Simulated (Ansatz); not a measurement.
`FB1OC1[SiH2]Cl` → B• + C• + Cl• + F• + 3 H• + O• + Si•  (atomization)

Gas-phase electronic energies from Ansatz, PBE0-D4/def2-TZVP geometries. CBS: MP2 limit from def2 TZ/QZ plus the TZ coupled-cluster correction, frozen cores. This one scheme is used for every species, atoms too. DFT in def2-TZVPP. Open shells (•) are unrestricted, without spin–orbit coupling. Spin–orbit coupling would lower the free atoms: a little for B, C, Cl, F, O, Si. One conformer a species, not always the lowest.

| species | r2SCAN-D4 energy (Eh) |
| --- | --- |
| `FB1OC1[SiH2]Cl` | -989.57671 |
| B• | -24.63675 |
| C• | -37.83292 |
| Cl• | -460.11693 |
| F• | -99.72763 |
| H• | -0.49993 |
| O• | -75.05861 |
| Si• | -289.34127 |

Q: Work out ΔE.

A: ΔE = 3 × (-0.49993) + (-24.63675) + (-37.83292) + (-460.11693) + (-99.72763) + (-75.05861) + (-289.34127) − (-989.57671) = 1.36281 Eh = +3578.1 kJ/mol. CCSD(T)/CBS gives +3536.6 kJ/mol.

Largest T1 diagnostic among the species: 0.014.

The D4 term adds +34.5 kJ/mol with B3LYP and +18.1 kJ/mol with PBE0; it sums over pairs of atoms, weighted by their polarisabilities, and B3LYP, whose exchange is more repulsive, gets the larger term. In def2-TZVPP, CCSD(T) changes the Hartree–Fock value by +857.3 kJ/mol (the triples alone add +67.0 kJ/mol) and MP2 by +986.8 kJ/mol; breaking electron pairs costs correlation energy, which Hartree–Fock lacks. From PBE to PBE0 (25 % exact exchange), in def2-TZVPP and without D4, ΔE moves by −84.3 kJ/mol: exact exchange takes away binding that semilocal exchange gives to molecules.

B3LYP here is the variant with VWN-RPA as its local correlation; programs differ in this.

For atomizations the MP2-based limit and the directly extrapolated one differ by several kJ/mol either way, and by 10 to 25 for some Ge, Se and Sn compounds, so smaller differences from it don't rank the levels.
